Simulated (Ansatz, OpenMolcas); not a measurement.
**Abstraction of H: C2H6Se + GeF3 → C2H5Se + GeHF3**

Species: C2H6Se `CC[SeH]`, singlet; GeF3 `[F][Ge]([F])[F]`, doublet; C2H5Se `CC[Se]`, doublet; GeHF3 `[F][GeH]([F])[F]`, singlet. A radical takes H: the energy is the difference in strength between the Se–H bond broken and the Ge–H bond made.

Shapes, held fixed at every level: PBE0-D4/def2-TZVP. Flexible molecules stand in one conformer, not always the lowest. Programs: Ansatz 0.2.0, OpenMolcas 26.06. A level may come from different programs for different species; with the same settings they agree closely. The zero-point and thermal change to 298 K, harmonic and unscaled (PBE0-D4/def2-TZVP), is -1.5 kJ/mol.

| level | kind | ΔH(298 K) (kJ/mol) | less CCSD(T)/def2-TZVPP |
| --- | --- | --- | --- |
| MP2/def2-TZVPP | perturbation theory | -37.2 | +7.0 |
| HF/def2-SVP | Hartree–Fock | -73.7 | -29.5 |
| HF/def2-TZVPP | Hartree–Fock | -70.6 | -26.4 |
| B3LYP/6-31G* (spherical functions) | global hybrid | -32.8 | +11.4 |
| wB97M-V/def2-TZVPP | range-separated hybrid | -34.8 | +9.4 |
| CCSD(T)/def2-SVP | coupled cluster or CI | -50.5 | -6.3 |
| CCSD(T)/def2-TZVPP | coupled cluster or CI | -44.2 | 0.0 |

The highest level, CCSD(T)/def2-TZVPP, gives ΔH(298 K) = -44.2 kJ/mol; the levels span -73.7 to -32.8. The column of differences is taken from that level and isn't an error. No measured value is set beside it here. Open shells run unrestricted. Relativity is left out for Ge, Se. Outer-core shells of Ge, Se are correlated, in sets that cover them unevenly.
